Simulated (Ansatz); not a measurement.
Total energies of `Sc1ccc(-c2ccc(-c3ccccc3)cc2)cc1` from Ansatz at PBE0-D4/def2-TZVP, gas phase (1 Eh = 27.2114 eV = 2625.5 kJ/mol). The reference geometry is relaxed at r2SCAN-D4/def2-SVP.

```xyz
33

S    -5.019   -1.254    5.085
C    -3.793   -0.896    3.862
C    -3.094    0.320    3.804
C    -2.138    0.535    2.813
C    -1.839   -0.449    1.852
C    -0.819   -0.216    0.808
C    -0.006   -1.264    0.335
C     0.958   -1.045   -0.645
C     1.154    0.233   -1.203
C     2.178    0.465   -2.245
C     1.954    1.384   -3.289
C     2.921    1.603   -4.271
C     4.135    0.910   -4.233
C     4.373   -0.005   -3.202
C     3.405   -0.225   -2.220
C     0.340    1.280   -0.733
C    -0.623    1.062    0.250
C    -2.548   -1.663    1.925
C    -3.509   -1.888    2.907
H    -4.955   -0.065    5.721
H    -3.290    1.103    4.543
H    -1.588    1.480    2.807
H    -0.119   -2.266    0.760
H     1.561   -1.885   -1.000
H     0.997    1.910   -3.345
H     2.721    2.314   -5.078
H     4.893    1.082   -5.002
H     5.323   -0.544   -3.156
H     3.613   -0.922   -1.403
H     0.477    2.289   -1.133
H    -1.250    1.895    0.579
H    -2.364   -2.440    1.178
H    -4.052   -2.837    2.929
```

```csv
state,geometry,energy (Eh)
charge 0 singlet,reference,-1091.87204
charge 1 doublet,reference,-1091.60528
charge 1 doublet,relaxed at r2SCAN-D4/def2-SVP,-1091.61052
charge -1 doublet,reference,-1091.88081
charge -1 doublet,relaxed at r2SCAN-D4/def2-SVP,-1091.89221
free S atom (triplet),–,-397.97371
free C atom (triplet),–,-37.80537
free H atom (doublet),–,-0.50104
```

Single mean-field runs in def2-TZVP are fitted with def2-universal-jkfit.

(1) Work out the vertical ionisation energy to the doublet.

(2) Work out the vertical electron affinity, to the doublet.

(3) Give the fundamental gap IE − EA, the Mulliken electronegativity (IE + EA)/2 and the hardness (IE − EA)/2.

(4) How much does the charge 1 doublet relax, and what is the adiabatic ionisation energy?

(5) How much does the charge -1 doublet relax, and what is the adiabatic electron affinity?

(6) What is the binding energy per atom against free atoms?

(1) E(charge 1 doublet) − E(charge 0 singlet) = -1091.60528 − (-1091.87204) = 0.26676 Eh = 7.26 eV. For comparison, −ε of the highest occupied level is 5.98 eV at this level, 1.28 eV less.

(2) E(charge 0 singlet) − E(charge -1 doublet) = -1091.87204 − (-1091.88081) = 0.00877 Eh = 0.24 eV. The basis lacks diffuse functions, which makes affinities too small.

(3) From the values in Eh: IE − EA = 0.26676 − 0.00877 = 0.25799 Eh = 7.02 eV; (IE + EA)/2 = 3.75 eV; (IE − EA)/2 = 3.51 eV. The HOMO–LUMO gap of the same run is 4.60 eV, 2.42 eV smaller than the fundamental gap.

(4) Relaxation: -1091.60528 − (-1091.61052) = 0.00524 Eh = 0.14 eV. Adiabatic ionisation energy: 0.26152 Eh = 7.12 eV, without zero-point energy. 

(5) Relaxation: -1091.88081 − (-1091.89221) = 0.01140 Eh = 0.31 eV. Adiabatic electron affinity: 0.02017 Eh = 0.55 eV, without zero-point energy. 

(6) Atoms: 1 × (-397.97371) + 18 × (-37.80537) + 14 × (-0.50104) = -1085.48493 Eh. Binding: -1085.48493 − (-1091.87204) = 6.38711 Eh = 173.80 eV, or 5.27 eV for each of 33 atoms (no zero-point energy, no counterpoise term).

At PBE0-D4/def2-TZVP the highest occupied level of the charge -1 doublet lies above zero (up to 0.99 eV). By energy differences its removal costs 0.24 eV (vertical, to the charge 0 singlet, at PBE0-D4/def2-TZVP); self-interaction error and the lack of diffuse functions both raise the level. At PBE0-D4/def2-TZVP the highest occupied level of the relaxed charge -1 doublet lies above zero (up to 0.31 eV). By energy differences its removal costs 0.55 eV (each at its own geometry, to the charge 0 singlet, at PBE0-D4/def2-TZVP); self-interaction error and the lack of diffuse functions both raise the level.
